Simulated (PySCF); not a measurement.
MoO3, SMILES [O]=[Mo](=[O])=[O], multiplicity 1.

Geometry: B3LYP-D3(BJ)/def2-TZVP. The spin state was assumed, not searched. The isomer is the one that the SMILES or the coordinates give; other isomers of the formula were not compared. The def2 effective core potentials stand for the cores of Mo; spin–orbit coupling is left out.

Two levels are set side by side: PBE/def2-TZVPD (PySCF) and B3LYP/def2-TZVPD (PySCF). Same geometry, gas phase. Differences are taken from unrounded values.

```
quantity                       PBE
---------------------------  -----
orbital gap (eV)              1.98
highest occupied level (eV)  -7.48
lowest empty level (eV)      -5.50
dipole moment (D)             4.63
mean polarisability (bohr³)   45.2
```

These are the PBE values. What does B3LYP give? (An estimate is asked for; the answer gives what the named calculation found.)


| quantity | B3LYP | PBE minus B3LYP |
|---|---|---|
| orbital gap (eV) | 3.68 | -1.70 |
| highest occupied level (eV) | -8.86 | 1.38 |
| lowest empty level (eV) | -5.18 | -0.32 |
| dipole moment (D) | 4.85 | -0.23 |
| mean polarisability (bohr³) | 44.1 | 1.0 |

PBE's occupied levels lie high since its potential decays too fast outside the molecule; exact exchange lowers them and widens the gap. Differences between two approximate levels are no errors against the true value.

Rough cost on one machine, each run with all the roots and properties that it gave: B3LYP against PBE within a factor of 2.
